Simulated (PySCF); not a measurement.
CH8Si2, charge -1, doublet, geometry from GFN2-xTB of the parent state (a state made from the parent by changing its charge; the spin is typed, not shown lowest) (in this run its highest filled SCF level lies above zero, so its values depend strongly on the basis, on diffuse functions most of all); PySCF with HF/def2-SV(P).

Input for PySCF:
```python
from pyscf import gto, scf

mol = gto.M(
    atom='''
Si    1.469501    0.675243   -0.004315
C     0.249959   -0.773362   -0.140745
Si   -1.582865   -0.324499    0.068147
H     2.839701    0.182994   -0.185178
H     1.181014    1.668952   -1.040543
H     1.358676    1.297376    1.316715
H     0.513805   -1.524899    0.604684
H     0.384534   -1.254531   -1.110514
H    -1.982528    0.632796   -0.965442
H    -1.804865    0.261220    1.391816
H    -2.402995   -1.534148   -0.060719
''',
    basis='def2-sv(p)',
    charge=-1,
    spin=1,
    verbose=4,
)

mf = scf.UHF(mol)
mf.kernel()
```

**Question.** Predict the main parts of the log of this PySCF run.

**Answer.** 
```
PySCF version 2.14.0

[INPUT] verbose = 4
[INPUT] num. atoms = 11
[INPUT] num. electrons = 43
[INPUT] charge = -1
[INPUT] spin (= nelec alpha-beta = 2S) = 1
[INPUT] symmetry False subgroup None
[INPUT] Mole.unit = angstrom
[INPUT] Symbol           X                Y                Z      unit          X                Y                Z       unit  Magmom
[INPUT]  1 Si     1.469501000000   0.675243000000  -0.004315000000 AA    2.776954429774   1.276024337530  -0.008154168227 Bohr   0.0
[INPUT]  2 C      0.249959000000  -0.773362000000  -0.140745000000 AA    0.472354052370  -1.461442375146  -0.265969503402 Bohr   0.0
[INPUT]  3 Si    -1.582865000000  -0.324499000000   0.068147000000 AA   -2.991181342160  -0.613214237695   0.128779166211 Bohr   0.0
[INPUT]  4 H      2.839701000000   0.182994000000  -0.185178000000 AA    5.366257165654   0.345808542439  -0.349935704295 Bohr   0.0
[INPUT]  5 H      1.181014000000   1.668952000000  -1.040543000000 AA    2.231793009277   3.153862195045  -1.966341290833 Bohr   0.0
[INPUT]  6 H      1.358676000000   1.297376000000   1.316715000000 AA    2.567525532020   2.451685320584   2.488230734107 Bohr   0.0
[INPUT]  7 H      0.513805000000  -1.524899000000   0.604684000000 AA    0.970950731432  -2.881641477623   1.142687151906 Bohr   0.0
[INPUT]  8 H      0.384534000000  -1.254531000000  -1.110514000000 AA    0.726663945584  -2.370720004777  -2.098567317495 Bohr   0.0
[INPUT]  9 H     -1.982528000000   0.632796000000  -0.965442000000 AA   -3.746434954282   1.195811132720  -1.824420969152 Bohr   0.0
[INPUT] 10 H     -1.804865000000   0.261220000000   1.391816000000 AA   -3.410700541813   0.493634258259   2.630151055788 Bohr   0.0
[INPUT] 11 H     -2.402995000000  -1.534148000000  -0.060719000000 AA   -4.541002428699  -2.899119554549  -0.114742280557 Bohr   0.0

nuclear repulsion = 150.449941345671
number of shells = 38
number of NR pGTOs = 128
number of NR cGTOs = 66
basis = def2-sv(p)
ecp = {}

******** <class 'pyscf.scf.uhf.UHF'> ********
method = UHF
initial guess = minao
damping factor = 0
level_shift factor = 0
DIIS = <class 'pyscf.scf.diis.CDIIS'>
diis_start_cycle = 1
diis_space = 8
diis_damp = 0
SCF conv_tol = 1e-09
SCF conv_tol_grad = None
SCF max_cycles = 50
direct_scf = True
direct_scf_tol = 1e-13
number electrons alpha = 22  beta = 21
Set gradient conv threshold to 3.16228e-05
init E= -619.943707546701

cycle= 1 E= -619.989755381662  delta_E= -0.046  |g|= 0.19  |ddm|= 7.23
cycle= 2 E= -620.022525515183  delta_E= -0.0328  |g|= 0.0675  |ddm|= 1.41
cycle= 3 E= -620.026356484248  delta_E= -0.00383  |g|= 0.0322  |ddm|= 0.233
cycle= 4 E= -620.027239615301  delta_E= -0.000883  |g|= 0.00538  |ddm|= 0.274
cycle= 5 E= -620.027340532045  delta_E= -0.000101  |g|= 0.00283  |ddm|= 0.128
cycle= 6 E= -620.027384791219  delta_E= -4.43e-05  |g|= 0.00152  |ddm|= 0.114
cycle= 7 E= -620.027405160671  delta_E= -2.04e-05  |g|= 0.000961  |ddm|= 0.0925
cycle= 8 E= -620.027417327092  delta_E= -1.22e-05  |g|= 0.000779  |ddm|= 0.0722
cycle= 9 E= -620.027434358746  delta_E= -1.7e-05  |g|= 0.000468  |ddm|= 0.142
cycle= 10 E= -620.027442290784  delta_E= -7.93e-06  |g|= 0.000166  |ddm|= 0.143
cycle= 11 E= -620.027442922379  delta_E= -6.32e-07  |g|= 6.38e-05  |ddm|= 0.0429
cycle= 12 E= -620.027442954503  delta_E= -3.21e-08  |g|= 2.35e-05  |ddm|= 0.00853
cycle= 13 E= -620.027442956765  delta_E= -2.26e-09  |g|= 9.98e-06  |ddm|= 0.00165
cycle= 14 E= -620.027442957066  delta_E= -3.01e-10  |g|= 3.55e-06  |ddm|= 0.00117
Extra cycle  E= -620.027442957089  delta_E= -2.39e-11  |g|= 2.15e-06  |ddm|= 6.34e-05
converged SCF energy = -620.027442957089  <S^2> = 0.75790957  2S+1 = 2.007894
```
